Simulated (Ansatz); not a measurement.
`[F][Al]([F])[Cl]` and `[F][Al]([F])[SiH3]` differ in one atom or group.

Ansatz, PBE0-D4/def2-TZVP geometries, multiplicity 1. 

| property | `[F][Al]([F])[Cl]` |
| --- | --- |
| HOMO energy (B3LYP/def2-TZVPP) / eV | -9.65 |
| size of the dipole moment (ωB97M-V/def2-TZVPP) / D | 0.46 |
| LUMO energy (B3LYP/def2-TZVPP) / eV | -1.73 |
| HOMO–LUMO gap (PBE/def2-TZVPP) / eV | 6.20 |
| LUMO energy (ωB97M-V/def2-TZVPP) / eV | 0.29 |
| size of the dipole moment (PBE/def2-TZVPP) / D | 0.47 |

Question: Give the same properties after the change, and the shifts. (Estimate.)

Answer: The calculation gave: 
| property | `[F][Al]([F])[SiH3]` | shift |
| --- | --- | --- |
| HOMO energy (B3LYP/def2-TZVPP) / eV | -8.48 | 1.17 |
| size of the dipole moment (ωB97M-V/def2-TZVPP) / D | 1.74 | 1.28 |
| LUMO energy (B3LYP/def2-TZVPP) / eV | -1.66 | 0.07 |
| HOMO–LUMO gap (PBE/def2-TZVPP) / eV | 5.29 | -0.91 |
| LUMO energy (ωB97M-V/def2-TZVPP) / eV | 0.23 | -0.06 |
| size of the dipole moment (PBE/def2-TZVPP) / D | 1.76 | 1.29 |

With PBE0 the HOMO rises by 1.28 eV and the LUMO falls by 0.08 eV, so the gap narrows by about 1.36 eV. PBE moves the HOMO by 0.95 eV and ωB97M-V by 1.55 eV. Dipoles are sizes alone; their direction can turn.

B3LYP here is the variant with VWN-RPA as its local correlation; programs differ in this.
